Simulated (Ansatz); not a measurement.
`O[SiH2][NH][AlH2]` → `[NH2][AlH2]` + `O[SiH]` at 600 K and 1 bar (silylene formation by 1,1-elimination).

Program: Ansatz. Geometries: PBE0-D4/def2-TZVP. ΔE: electronic, gas phase. CCSD(T)/CBS is the MP2 limit (def2-TZVPP, def2-QZVPP) plus CCSD(T) − MP2 in def2-TZVPP, frozen cores. This one scheme is used for every species. Each species was taken in one conformer, which may not be the lowest.

```
            species  CCSD(T)/CBS energy (Eh)  H − E (kJ/mol)  S (J/(mol·K))
`O[SiH2][NH][AlH2]`               -664.68190           224.4          441.0
      `[NH2][AlH2]`               -299.14566           138.4          304.9
           `O[SiH]`               -365.43832            81.5          278.0
```

H − E and S are ideal-gas, rigid-rotor, harmonic terms from PBE0-D4/def2-TZVP, for one conformer and one mirror image of each species. 1 Eh = 2625.50 kJ/mol, R = 8.31446 J/(mol·K).

Question: By hand: ΔE, ΔH, ΔS and ΔG.

Answer: ΔE = (-299.14566) + (-365.43832) − (-664.68190) = 0.09792 Eh = 257.1 kJ/mol. Δ(H − E) = 138.4 + 81.5 − 224.4 = -4.5, so ΔH = 252.6 kJ/mol. ΔS = 304.9 + 278.0 − 441.0 = 141.9 J/(mol·K). ΔG = 252.6 − 600 × (141.9)/1000 = 167.5 kJ/mol.

Question: By hand: the equilibrium constant, and the temperature at which ΔG would vanish if ΔH and ΔS stayed fixed.

Answer: log₁₀ K = −ΔG/(RT ln 10) = -14.6. ΔG = 0 at ΔH/ΔS = 1780 K.

The number of gas molecules changes by +1, which sets the sign of ΔS. A doubt of 5 kJ/mol in ΔE shifts log₁₀ K by 0.4 here. Other conformers and mirror images would add mixing entropy, several J/(mol·K) or more a flexible species. Modes under 60 cm⁻¹, often nearly free rotors, make the harmonic entropy too high. These are equilibria of isolated gas molecules and say nothing of rates. Largest T1 diagnostic: 0.016 (customary marks: 0.02 for closed shells, 0.045 for open ones).
